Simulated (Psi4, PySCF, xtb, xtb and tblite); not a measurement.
Internal rotation in C7H7NSSeSi, SMILES c1c[se]c([SiH2]c2nccs2)c1. Scanned: dihedral Se3–C4–Si5–C6; all other coordinates were relaxed at GFN2-xTB. Points at φ and −φ are mirror images.

Atom numbering (GFN2-xTB optimised geometry, Å):
```
18

C     -3.4509     0.0281    -0.3258
C     -2.8959     1.2078    -0.7052
Se    -1.0511     1.2206    -0.5212
C     -1.2064    -0.5382     0.1133
Si     0.2636    -1.5610     0.6417
C      1.7240    -0.4068     0.3627
N      1.5826     0.7918    -0.0936
C      2.7500     1.4559    -0.2215
C      3.8477     0.7464     0.1503
S      3.3874    -0.8217     0.6825
C     -2.5155    -0.9292     0.1239
H     -4.5100    -0.1690    -0.3613
H     -3.4331     2.0626    -1.0762
H      0.4626    -2.7581    -0.1854
H      0.2338    -1.9250     2.0642
H      2.7453     2.4641    -0.5938
H      4.8767     1.0430     0.1441
H     -2.8109    -1.9114     0.4569
```

PBE0-D3(BJ)/def2-SVP // GFN2-xTB (Psi4); GFN2-xTB (xtb and tblite); GFN1-xTB // GFN2-xTB (xtb); RKS-B3LYP/6-31G* = restricted B3LYP/6-31G*, spherical d, density fitting // GFN2-xTB run with PySCF; PBE0/def2-SVP // GFN2-xTB (Psi4); PBE-D3(BJ)/def2-SVP // GFN2-xTB (Psi4).

Energies in kJ/mol, each method relative to its own lowest point.

```tsv
φ / °	PBE0-D3(BJ)/def2-SVP	GFN2-xTB	GFN1-xTB	RKS-B3LYP/6-31G*	PBE0/def2-SVP	PBE-D3(BJ)/def2-SVP
-160	0.0	17.7	4.1	0.0	0.0	0.0
-140	1.1	20.1	6.3	0.9	1.1	1.1
-120	5.4	22.3	8.6	4.5	5.1	5.6
-100	6.6	22.7	8.5	4.9	6.3	6.9
-80	5.6	21.0	7.9	5.0	6.0	6.0
-60	8.4	14.7	9.3	13.4	10.4	8.2
-40	5.7	6.0	4.9	13.1	8.0	5.2
-20	3.9	1.3	1.1	12.0	6.3	3.5
0	3.9	0.0	0.0	12.1	6.2	3.6
20	3.9	1.3	1.1	12.0	6.3	3.5
40	5.7	6.0	4.9	13.1	8.0	5.2
60	8.4	14.7	9.3	13.4	10.4	8.2
80	5.6	21.0	7.9	5.0	6.0	6.0
100	6.6	22.7	8.5	4.9	6.3	6.9
120	5.4	22.3	8.6	4.5	5.1	5.6
140	1.1	20.1	6.3	0.9	1.1	1.1
160	0.0	17.7	4.1	0.0	0.0	0.0
180	0.9	16.7	3.2	1.1	0.9	1.0
```

Root-mean-square difference from the PBE-D3(BJ)/def2-SVP profile, itself a level with limits, after the best constant shift (kJ/mol): PBE0-D3(BJ)/def2-SVP 0.3, GFN2-xTB 8.1, GFN1-xTB 2.5, RKS-B3LYP/6-31G* 4.1, PBE0/def2-SVP 1.4.
